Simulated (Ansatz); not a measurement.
A made-up structure of BGeH3S, singlet:

```csv
atom,x (Å),y (Å),z (Å)
B1,-0.6755,-0.9896,-0.1627
S2,0.8978,-1.3039,0.5181
Ge3,0.1707,0.8221,-0.0250
H4,-1.6214,-1.6299,-0.4757
H5,1.0925,1.4160,-1.0956
H6,1.7680,-2.0978,1.1979
```

It is relaxed with PBE-D4/def2-SVP and then PBE0-D4/def2-TZVP (Ansatz 0.2.0). Atoms count as bonded within 1.22 times the sum of their covalent radii (H–H: 0.88 Å). The end point is not checked to be a true minimum.

(1) Does its bonding change? (A judgement: the text doesn't fix the answer.)

Results:

(1) The calculation gives: Yes. Formed: none; broken: S2–Ge3.

Where it ends: The first stage lowers the energy by 1.77 eV in 22 steps. It ends as BGeH₃S ([SH][BH][GeH]):
```json
{"atom": "B1", "x (Å)": "0.0187", "y (Å)": "-0.6875", "z (Å)": "0.1269"}
{"atom": "S2", "x (Å)": "1.3347", "y (Å)": "-1.5419", "z (Å)": "0.9468"}
{"atom": "Ge3", "x (Å)": "-0.2064", "y (Å)": "1.3541", "z (Å)": "-0.0622"}
{"atom": "H4", "x (Å)": "-0.8896", "y (Å)": "-1.3272", "z (Å)": "-0.3299"}
{"atom": "H5", "x (Å)": "0.4422", "y (Å)": "1.2369", "z (Å)": "-1.5146"}
{"atom": "H6", "x (Å)": "0.9326", "y (Å)": "-2.8175", "z (Å)": "0.7900"}
```

Labels in which every atom is bracketed show which atoms are joined, not bond orders.

For scale, one of the runs: PBE0-D4/def2-TZVP relaxation, 134 basis functions, launched by `ansatz run in.yaml --threads 2 --pin off --events-out ev --progress --plain --max-ram 4352MiB`. The run took about 32 s on 2 CPU threads of an Arm Neoverse V1 (shared host).
